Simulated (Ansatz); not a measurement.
GeSb5⁻, relaxed as a singlet with RKS PBE-D4/def2-SVPD in Ansatz, starting from packed atoms. Force threshold 0.02 eV/Å.

In the def2 sets Sb takes a core potential; there is no spin–orbit coupling. The structure comes from a short search, and lower isomers may exist.

Start:

```xyz
6

Sb    1.0731   -0.8347    0.8823
Sb   -1.0469   -1.0432   -0.9346
Sb    0.7332    1.8247    1.5026
Sb   -0.8081    1.6843   -0.9016
Sb    1.2467   -2.0200   -1.6565
Ge   -1.1981    0.3889    1.1078
```

```csv
step,energy (eV),largest force component (eV/Å),SCF passes
1,-89195.2822,6.329,23
2,-89197.6189,1.574,29
3,-89198.0975,0.490,30
4,-89198.2106,0.238,30
5,-89198.2153,0.273,30
6,-89198.2288,0.052,23
7,-89198.2303,0.011,24
```

Force components are those of the run's own axes.

End:

```xyz
6

Sb    1.063   -1.187    1.041
Sb   -1.073   -1.074   -1.147
Sb    0.954    1.783    1.144
Sb   -1.025    1.888   -0.884
Sb    1.538   -1.923   -1.601
Ge   -1.456    0.512    1.448
```

By distances, no bond broke or formed. The bond that changes most is Sb2–Ge6, from 2.50 to 3.06 Å (atoms count from 1).

No frequencies were taken in this run, so the end may be a saddle point.

It took 28 s on 4 threads of Arm Neoverse V1 on a shared host.
